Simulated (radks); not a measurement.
Species: Ge I. Configuration: [Ar] 3d10 4s1 4p2 4f1 (not the ground configuration). All-electron calculation, Dirac Kohn-Sham, LDA (Slater exchange, Perdew-Wang correlation), spin-unpolarised, spherical densities, finite nucleus; open shells fill j = l - 1/2 first; Fermi nuclear charge, rms radius 4.0742 fm. Program: a radial shooting solver on a logarithmic mesh with Libxc functionals.

Spin-orbit splittings of the eigenvalues, e(l+1/2) - e(l-1/2), with zeta = 2 splitting/(2l+1) and mean radii in bohr:

shell,occ.,splitting (eV),zeta (eV),<r> j=l-1/2,<r> j=l+1/2
2p,6,31.81,21.20,0.1814,0.1850
3p,6,4.291,2.860,0.6403,0.6512
3d,10,0.5889,0.2356,0.7302,0.7355
4p,2,0.2665,0.1777,2.465,2.503
4d,0,0.008404,0.003361,5.645,5.673
4f,1,1.076e-06,3.075e-07,17.39,17.39
